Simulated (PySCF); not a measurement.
## C8H8OS: calculation and literature

Molfile (atoms numbered from 1):
```
C8H8OS
     RDKit          3D

 18 18  0  0  0  0  0  0  0  0999 V2000
    3.2348    0.6004    0.3729 C   0  0  0  0  0  0  0  0  0  0  0  0
    2.2239    0.8100   -0.4617 C   0  0  0  0  0  0  0  0  0  0  0  0
    1.4526   -0.6244   -1.2290 S   0  0  0  0  0  4  0  0  0  0  0  0
    2.0304   -1.8248   -0.5354 O   0  0  0  0  0  0  0  0  0  0  0  0
   -0.1874   -0.3384   -0.5164 C   0  0  0  0  0  0  0  0  0  0  0  0
   -0.5391   -1.0937    0.5960 C   0  0  0  0  0  0  0  0  0  0  0  0
   -1.8075   -0.9212    1.1468 C   0  0  0  0  0  0  0  0  0  0  0  0
   -2.7022   -0.0124    0.5802 C   0  0  0  0  0  0  0  0  0  0  0  0
   -2.3375    0.7237   -0.5478 C   0  0  0  0  0  0  0  0  0  0  0  0
   -1.0739    0.5558   -1.1114 C   0  0  0  0  0  0  0  0  0  0  0  0
    3.7687    1.4298    0.8430 H   0  0  0  0  0  0  0  0  0  0  0  0
    3.5294   -0.4301    0.6009 H   0  0  0  0  0  0  0  0  0  0  0  0
    1.8408    1.7865   -0.7739 H   0  0  0  0  0  0  0  0  0  0  0  0
    0.1897   -1.8034    0.9972 H   0  0  0  0  0  0  0  0  0  0  0  0
   -2.1021   -1.5032    2.0235 H   0  0  0  0  0  0  0  0  0  0  0  0
   -3.6963    0.1168    1.0146 H   0  0  0  0  0  0  0  0  0  0  0  0
   -3.0448    1.4244   -0.9979 H   0  0  0  0  0  0  0  0  0  0  0  0
   -0.7859    1.1138   -2.0073 H   0  0  0  0  0  0  0  0  0  0  0  0
  1  2  2  0
  3  2  1  1
  3  4  2  0
  3  5  1  0
  5  6  2  0
  6  7  1  0
  7  8  2  0
  8  9  1  0
  9 10  2  0
 10  5  1  0
  1 11  1  0
  1 12  1  0
  2 13  1  0
  6 14  1  0
  7 15  1  0
  8 16  1  0
  9 17  1  0
 10 18  1  0
M  END
```

Averaged over atoms made equivalent by symmetry, fast rotation or ring inversion, isolated molecule, one conformer, non-relativistic Hamiltonian. Geometry: PBE0-D3(BJ)/def2-SVP; NMR shieldings at B97-2/pcSseg-1/GIAO; PySCF 2.14.

Reference values: estimated from measurements, as parent shift plus tabulated substituent increment (solution, not stated per compound (mostly CDCl3 or CCl4); Pretsch, Buehlmann, Badertscher, Structure Determination of Organic Compounds, 4th ed. (2009)).
| atoms | quantity | reference | computed |
| --- | --- | --- | --- |
| H14/H18 | δ 1H | 7.62 | 7.76 |
| H15/H17 | δ 1H | 7.49 | 7.54 |
| H16 | δ 1H | 7.49 | 7.46 |

Computed shifts are σ(ref) − σ with the named reference compound (TMS for H and C) calculated as an isolated molecule at the same level.

Problem. How far are the unscaled 1H shifts from the references?

Solution. Mean signed difference +0.05 ppm, mean absolute 0.07 ppm over 3 comparisons; the largest is +0.14 ppm at H14/H18 (hydrogen on an aromatic CH).

3 of the 6 published NMR values on file for this molecule are compared.
